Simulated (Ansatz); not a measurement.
Consider the formal exchange of groups at a Te–C bond: `[TeH]CI` + `C[SiH2]N` → `C[SiH](N)[TeH]` + `CI`.

Computed with Ansatz on PBE0-D4/def2-TZVP structures; ΔE is electronic, products minus reactants. CCSD(T)/CBS adds triple-zeta CCSD(T) − MP2 to the extrapolated MP2 energy (def2 sets, frozen cores). Functionals use def2-TZVPP. B3LYP here is the variant with VWN-RPA as its local correlation; programs differ in this. def2 core potentials past Kr. For I, Te outer-core shells are correlated without core-valence functions, which leaves a few kJ/mol of doubt a bond. One conformer a species, not always the lowest.

```json
{"level": "PBE-D4", "ΔE (kcal/mol)": "-27.7"}
{"level": "r2SCAN-D4", "ΔE (kcal/mol)": "-28.6"}
{"level": "ωB97X-V", "ΔE (kcal/mol)": "-27.6"}
{"level": "PBE", "ΔE (kcal/mol)": "-27.3"}
{"level": "B3LYP", "ΔE (kcal/mol)": "-26.7"}
{"level": "HF/def2-TZVPP", "ΔE (kcal/mol)": "-28.8"}
{"level": "CCSD/def2-TZVPP", "ΔE (kcal/mol)": "-26.9"}
{"level": "MP2/CBS(def2)", "ΔE (kcal/mol)": "-27.2"}
```

(1) What does CCSD(T)/CBS give? (Best estimate.)

Largest T1 diagnostic among the species: 0.010.

## Answers

(1) Ansatz gave: -26.9 kcal/mol. The listed levels differ from it by -0.8, -1.7, -0.7, -0.4, 0.2, -1.9, 0.0, -0.3 kcal/mol.

In def2-TZVPP, CCSD(T) changes the Hartree–Fock value by +2.3 kcal/mol (the triples alone add +0.4 kcal/mol) and MP2 by +2.0 kcal/mol. From PBE to PBE0 (25 % exact exchange), in def2-TZVPP and without D4, ΔE moves by −1.4 kcal/mol.
